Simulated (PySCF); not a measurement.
# MoOCl₂ + 2 HF → MoOF₂ + 2 HCl

Level: PBE0 in the def2-TZVP basis family, computed in PySCF with density fitting; scalar-relativistic core potentials for atoms from Rb on, none lighter, no spin–orbit coupling; open shells unrestricted.

| species | state and structure | E (Eh) | ZPE (kJ/mol) | H(298 K) − H(0) (kJ/mol) | S° (J/(mol K)) |
| --- | --- | --- | --- | --- | --- |
| MoOCl₂ | triplet, C2v, Mo–Cl 2.265 Å (×2), Mo–O 1.646 Å; Cl–Mo–Cl 119.9°, Cl–Mo–O 120.0° (×2) | -1063.63866 | 14.0 | 16.8 | 337.9 |
| HF | singlet, C∞v, H–F 0.920 Å | -100.39188 | 24.9 | 8.7 | 173.6 |
| MoOF₂ | triplet, C2v, Mo–F 1.870 Å (×2), Mo–O 1.652 Å; F–Mo–F 116.2°, F–Mo–O 121.9° (×2) | -343.07760 | 17.7 | 15.3 | 314.9 |
| HCl | singlet, C∞v, H–Cl 1.279 Å | -460.66440 | 17.9 | 8.7 | 186.6 |

Question: What is the electronic reaction energy?

Answer: At PBE0/def2-TZVP, ΔE = 42.1 kJ/mol from the differences of the total energies times 2625.5, uphill. Ligand exchange with HF takes part in thermal etching.

Question: Add zero-point, thermal and entropy terms for 298.15 K and 1 bar.

Answer: ΔZPE = -10.3 and Δ[H(298) − H(0)] = -1.5 kJ/mol give ΔH° = 30.3 kJ/mol. ΔS° = 3.0 J/(mol K), so ΔG° = 30.3 − 298.15 × (0.0030) = 29 kJ/mol and log₁₀K = -5.2.

Open d or f shells are single determinants, so the state found may not be the ground state. Only the bonding shown was studied: isomers, or loss of a ligand pair, can lie lower.
